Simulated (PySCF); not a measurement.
B(F)(OMe)(SMe) (C2H6BFOS), SMILES CSB(F)OC. Coordinates come from a B3LYP-D3(BJ)/def2-SVP optimisation. The values are those of a single conformer.

Computed equilibrium geometry at B3LYP-D3(BJ)/def2-SVP (PySCF confirms it by a frequency run) as Cartesian coordinates in Å (one conformer of several):
```xyz
12

B      0.0768     0.5467     0.1463
F      0.3453     1.7916     0.5613
O     -0.9008     0.3053    -0.7500
C     -1.7122     1.3203    -1.3186
H     -1.4329     2.3210    -0.9553
H     -1.6074     1.2922    -2.4144
H     -2.7656     1.1255    -1.0631
S      1.0740    -0.8040     0.8307
C      0.3358    -2.2452    -0.0265
H     -0.7281    -2.3446     0.2253
H      0.8797    -3.1341     0.3192
H      0.4442    -2.1481    -1.1145
```
